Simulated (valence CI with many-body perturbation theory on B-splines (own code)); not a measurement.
Which ion has this spectrum?

A relativistic CI+MBPT calculation for an atom or ion with 22 electrons gives these levels (cm⁻¹):

```csv
J,Parity,E,g
0,even,0,
1,even,233337,1.49
4,even,315945,1.09
2,even,321151,1.26
3,even,347903,1.17
0,even,526874,
2,even,542784,1.17
4,even,545876,1.15
3,even,560197,1.13
5,even,588689,1.08
6,even,608782,1.08
1,even,612900,1.14
4,even,642252,1.03
3,even,644865,1.10
```

The energies are calculated, and their last digits are not significant.

Problem. Which is it?
A. Gd42+
B. Pm39+
C. Tb43+
D. Sm40+

Solution. A. Gd42+, ground level (3d3/2^4) J=0.
